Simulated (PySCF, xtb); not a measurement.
C3H7FSi2, SMILES C#C[SiH2][C@H](F)[SiH3].

GFN2-xTB run with xtb at its own geometry gives an orbital gap of 4.53 eV and a dipole moment of 2.16 D.

Geometry: B3LYP-D3(BJ)/def2-SVP. The structure was generated by enumeration; whether it is a known compound was not checked. One conformer was computed; it need not be the lowest.

Problem. What does PySCF with PBE/def2-TZVP give? (An estimate is asked for; the answer gives what the named calculation found.)

Solution. gap 5.40 eV (levels -6.84 and -1.44 eV), dipole 1.83 D.
